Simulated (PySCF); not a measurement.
# Running PySCF for Cl4Pb

The script input.py:

```python
from pyscf import gto, scf, mp

mol = gto.M(
    atom='Pb 0 0 0; Cl 1.9311 -0.0001 1.3655; Cl -1.9311 0 1.3655; Cl 0 1.9312 -1.3654; Cl 0 -1.9311 -1.3655',
    basis='sbkjc',
    ecp={'Pb': 'sbkjc', 'Cl': 'sbkjc'},
    charge=0,
    spin=0,
    symmetry=True,
    verbose=4,
)
mf = scf.RHF(mol)
mf.kernel()
mp.MP2(mf).kernel()
mf.dip_moment()
print('orbital energies (hartree):', mf.mo_energy[..., max(0, mol.nelec[1]-3):mol.nelec[0]+3].round(4))
```

```bash
$ OMP_NUM_THREADS=1 python input.py
```

Output:

```
PySCF version 2.14.0

[INPUT] verbose = 4
[INPUT] num. atoms = 5
[INPUT] num. electrons = 32
[INPUT] charge = 0
[INPUT] spin (= nelec alpha-beta = 2S) = 0
[INPUT] symmetry True subgroup None
[INPUT] Mole.unit = angstrom
[INPUT] Symbol           X                Y                Z      unit          X                Y                Z       unit  Magmom
[INPUT]  1 Pb     0.000000000000   0.000000000000   0.000000000000 AA    0.000000000000   0.000000000000   0.000000000000 Bohr   0.0
[INPUT]  2 Cl     1.931100000000  -0.000100000000   1.365500000000 AA    3.649250119148  -0.000188972612   2.580421023094 Bohr   0.0
[INPUT]  3 Cl    -1.931100000000   0.000000000000   1.365500000000 AA   -3.649250119148   0.000000000000   2.580421023094 Bohr   0.0
[INPUT]  4 Cl     0.000000000000   1.931200000000  -1.365400000000 AA    0.000000000000   3.649439091760  -2.580232050481 Bohr   0.0
[INPUT]  5 Cl     0.000000000000  -1.931100000000  -1.365500000000 AA    0.000000000000  -3.649250119148  -2.580421023094 Bohr   0.0

nuclear repulsion = 65.3412760538249
point group symmetry = C1
symmetry origin: [0. 0. 0.]
symmetry axis x: [1. 0. 0.]
symmetry axis y: [0. 1. 0.]
symmetry axis z: [0. 0. 1.]
num. orbitals of irrep A = 40
number of shells = 20
number of NR pGTOs = 84
number of NR cGTOs = 40
basis = sbkjc
ecp = {'Pb': 'sbkjc', 'Cl': 'sbkjc'}

******** <class 'pyscf.scf.hf.RHF'> ********
method = RHF
initial guess = minao
damping factor = 0
level_shift factor = 0
DIIS = <class 'pyscf.scf.diis.CDIIS'>
diis_start_cycle = 1
diis_space = 8
diis_damp = 0
SCF conv_tol = 1e-09
SCF conv_tol_grad = None
SCF max_cycles = 50
direct_scf = True
direct_scf_tol = 1e-13
Set gradient conv threshold to 3.16228e-05
Initial guess from minao.
init E= -59.3359998906834
  HOMO = -0.220259362735027  LUMO = -0.00484294695415066  gap/eV = 5.86178
cycle= 1 E= -62.1581197720443  delta_E= -2.82  |g|= 0.275  |ddm|= 4.77
  HOMO = -0.526403065558715  LUMO = -0.127365738129555  gap/eV = 10.85836
cycle= 2 E= -62.1947631709993  delta_E= -0.0366  |g|= 0.0408  |ddm|= 0.657
  HOMO = -0.495075272289413  LUMO = -0.087190809332012  gap/eV = 11.09910
cycle= 3 E= -62.1958099249329  delta_E= -0.00105  |g|= 0.0119  |ddm|= 0.0927
  HOMO = -0.495683395403403  LUMO = -0.0842414554673159  gap/eV = 11.19591
cycle= 4 E= -62.1959421945474  delta_E= -0.000132  |g|= 0.00312  |ddm|= 0.0362
  HOMO = -0.49554520570477  LUMO = -0.0839287169807585  gap/eV = 11.20066
cycle= 5 E= -62.1959510096202  delta_E= -8.82e-06  |g|= 0.000457  |ddm|= 0.0106
  HOMO = -0.495503694319436  LUMO = -0.0838059534451832  gap/eV = 11.20287
cycle= 6 E= -62.1959512004382  delta_E= -1.91e-07  |g|= 6.67e-05  |ddm|= 0.00154
  HOMO = -0.495489667999479  LUMO = -0.0837922914236435  gap/eV = 11.20286
cycle= 7 E= -62.1959512051533  delta_E= -4.72e-09  |g|= 5.84e-06  |ddm|= 0.000267
  HOMO = -0.495489740207829  LUMO = -0.0837934545494334  gap/eV = 11.20283
cycle= 8 E= -62.1959512051814  delta_E= -2.81e-11  |g|= 5.62e-07  |ddm|= 1.8e-05
  HOMO = -0.495489770427212  LUMO = -0.0837935326019514  gap/eV = 11.20283
Extra cycle  E= -62.1959512051817  delta_E= -3.55e-13  |g|= 1.5e-07  |ddm|= 1.4e-06
converged SCF energy = -62.1959512051817

******** <class 'pyscf.mp.mp2.RMP2'> ********
nocc = 16, nmo = 40
E(RMP2) = -62.362985688707  E_corr = -0.167034483525306
E(SCS-RMP2) = -62.3629425353487  E_corr = -0.166991330166976
E_corr(same-spin) = -0.0385962116116046
E_corr(oppo-spin) = -0.128438271913701
Dipole moment(X, Y, Z, Debye): -0.00000, -0.00004, -0.00020
orbital energies (hartree): [-0.4955 -0.4955 -0.4955 -0.0838  0.072   0.072 ]
```

In short: E(SCF) = -62.195951 Eh, 8 cycles, E(MP2) − E(SCF) = -0.16703 Eh, μ(SCF) = 0.00 D.

It ran on Intel Xeon Platinum 8375C @ 2.90GHz (1 thread, shared host) in 1.1 s, peak memory 0.12 GiB.
